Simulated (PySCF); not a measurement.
**Computed structure and properties of [Eu(NO2)2]+**

System: [Eu(NO2)2]+ (singlet in the valence; each metal's 4f electrons, 6 of them, lie in its core potential, out of spins and levels); start: template (D2d). Method: PySCF 2.14.0, RKS PBE, Eu lcecp-1-SVP with ECP52, O def2-SVP, N def2-SVP; non-relativistic Hamiltonian with scalar-relativistic core potentials where named; density fitting; no spin-orbit coupling.

Input of the relaxation:

```python
mol = gto.M(atom='''
Eu     0.00000     0.00000    -0.00000
O      0.74950     0.74950     2.24760
O     -0.74950    -0.74950     2.24760
N     -0.00000     0.00000     2.93760
O      0.74950    -0.74950    -2.24760
O     -0.74950     0.74950    -2.24760
N      0.00000    -0.00000    -2.93760''',
    basis={'Eu': 'lcecp-1-SVP', 'O': 'def2-SVP', 'N': 'def2-SVP'},
    ecp={'Eu': 'lcecp-1-SVP'},
    charge=1, spin=0)
mf = dft.RKS(mol, xc='PBE')
mf.grids.atom_grid = (50, 194)  # f atoms: unpruned, at least (60, 302)
mf = mf.density_fit()  # fitting sets: Eu AutoAux, O def2-universal-JKFIT, N def2-universal-JKFIT
mf.conv_tol = 1e-08; mf.max_cycle = 55
mf.kernel(dm0)  # dm0: converged density of the start geometry
# quasi-Newton relaxation in Cartesian coordinates to a largest gradient under 0.00045 Eh/bohr, steps kept in the point group
```

Run from Python with OMP_NUM_THREADS=2; the lines above give its settings. Where DIIS fails, smearing, a level shift and second-order steps follow.
It took 25 s on 2 threads of Arm Neoverse V2 (shared host), from the converged density of the start.

Course of the relaxation:

```
step  energy above end (eV)  largest force component within the symmetry (eV/Å)
   0                 0.4673                                               1.328
   1                 0.2615                                               0.572
   2                 0.0361                                               0.987
   3                 0.0026                                               0.343
   4                 0.0000                                               0.024
   5                 0.0000                                               0.001
```

Relaxed geometry (D2d):

```xyz
7

Eu    0.0000    0.0000    0.0000
O     0.7583    0.7583    2.0432
O    -0.7583   -0.7583    2.0432
N     0.0000    0.0000    2.7580
O     0.7583   -0.7583   -2.0432
O    -0.7583    0.7583   -2.0432
N     0.0000    0.0000   -2.7580
```

| contact | Å |
| --- | --- |
| Eu1–O2 (NO2) | 2.308 |
| Eu1–O5 (NO2) | 2.308 |

On the finer grid (75, 302):

| Item | Value |
| --- | --- |
| HOMO | -11.67 eV |
| LUMO | -9.27 eV |
| Dipole about the centre of mass | 0.00 D |
| Set of Mulliken populations of Eu1 outside the core potential | s 2.26, p 6.21, d 1.02, f 0.07 |
| D3(BJ) dispersion energy (not in the energies) | -0.127 eV |

```csv
atom,Mulliken (e),Löwdin (e),spin (e)
Eu1,1.45,1.01,0.00
O2,-0.28,-0.13,0.00
O3,-0.28,-0.13,0.00
N4,0.33,0.24,0.00
O5,-0.28,-0.13,0.00
O6,-0.28,-0.13,0.00
N7,0.33,0.24,0.00
```

The 4f levels lie in the core potential and are missing. Their spin isn't counted.

On the grid (50, 194), as all that follows. Harmonic modes: 2 unstable but soft, so probably a saddle point, though modes this soft are near the noise (counted below −25 cm⁻¹); lowest -28 cm⁻¹ (negative: unstable), highest 1251 cm⁻¹, zero-point energy 0.499 eV.

Taking off one NO2 (charge -1, singlet; the rest: singlet) in vacuum, both parts rigid, costs 14.81 eV; the small basis without counterpoise inflates it. Most of it is the attraction of opposite charges; other ways to part are cheaper, and one spin state was tried for the rest.

Rigid scan of NO2 along the line from its metal:

(distance to the donors' midpoint (Å), energy (eV)): (1.74, 0.878), (1.84, 0.347), (1.94, 0.077), (2.04, 0.000), (2.14, 0.061), (2.24, 0.218), (2.44, 0.701), (2.74, 1.565), (3.14, 2.608), (3.64, 3.541)

One start shape was tried, so this needn't be the lowest isomer.

An lcecp potential fixes the number of 4f electrons, so in runs with it no electron can move into or out of that shell.
